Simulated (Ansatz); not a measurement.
`[SiH3]N[SiH2][GaH2]` + `B/C=C/O` → `B/C=C\O[SiH2][GaH2]` + `N[SiH3]`  (ligand exchange at the Si–N bond)

Calculated with Ansatz (gas phase, PBE0-D4/def2-TZVP geometries, no zero-point term in ΔE). CBS: MP2 limit from def2 TZ/QZ plus the TZ coupled-cluster correction, frozen cores. This one scheme is used for every species. Double bonds are as drawn, so ΔE can hold a change between cis and trans. For Ga outer-core shells are correlated without core-valence functions, which leaves a few kJ/mol of doubt a bond. Scalar relativity is left out up to krypton. One conformer a species, not always the lowest.

```
              species  CCSD(T)/def2-TZVPP energy (Eh)
`[SiH3]N[SiH2][GaH2]`                     -2561.07800
            `B/C=C/O`                      -178.95581
`B/C=C\O[SiH2][GaH2]`                     -2393.28397
            `N[SiH3]`                      -346.74578
```

Work out ΔE.

ΔE = (-2393.28397) + (-346.74578) − (-2561.07800) − (-178.95581) = 0.00406 Eh = +2.5 kcal/mol. CCSD(T)/CBS gives +2.7 kcal/mol.

Largest T1 diagnostic among the species: 0.014.

In def2-TZVPP, CCSD(T) changes the Hartree–Fock value by +5.9 kcal/mol (the triples alone add +0.8 kcal/mol) and MP2 by +6.3 kcal/mol. The D4 term adds +1.5 kcal/mol with B3LYP and +0.7 kcal/mol with PBE0; it sums over pairs of atoms, weighted by their polarisabilities, and B3LYP, whose exchange is more repulsive, gets the larger term.

B3LYP here is the variant with VWN-RPA as its local correlation; programs differ in this.
